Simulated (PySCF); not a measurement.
Sb(Cl)(TeH)2 (ClH₂SbTe₂), SMILES [Cl][Sb]([TeH])[TeH].

Geometry optimised at PBE0-D3(BJ)/def2-SVP. A frequency run showed that this geometry is not a minimum. The structure was generated by enumeration; whether it is a known compound was not checked. The def2 effective core potentials stand for the cores of Sb, Te; spin–orbit coupling is left out.

Two levels are set side by side: TDA-PBE/def2-SVPD (PySCF) and TDA-M06-2X/def2-SVPD (PySCF). Vertical, same geometry. The lowest singlet is HOMO→LUMO 91 % with PBE and HOMO→LUMO+1 70 %, HOMO−1→LUMO 22 % with the other functional; states are paired by order. Differences are taken from unrounded values.

```json
[
 {"quantity": "lowest singlet excitation (eV)", "TDA-PBE": "2.96"},
 {"quantity": "lowest triplet excitation (TDA) (eV)", "TDA-PBE": "2.71"}
]
```

Problem. These are the TDA-PBE values. What does TDA-M06-2X give? (The exact figures need the calculation; the answer reports its results.)

Solution. 
```json
[
 {"quantity": "lowest singlet excitation (eV)", "TDA-M06-2X": "3.48", "TDA-PBE minus TDA-M06-2X": "-0.51"},
 {"quantity": "lowest triplet excitation (TDA) (eV)", "TDA-M06-2X": "3.09", "TDA-PBE minus TDA-M06-2X": "-0.38"}
]
```

Functionals without exact exchange tend to place singlet excitations lower, as here. Differences between two approximate levels are no errors against the true value.

Rough cost on one machine, each run with all the roots and properties that it gave: TDA-M06-2X against TDA-PBE about 7 times.
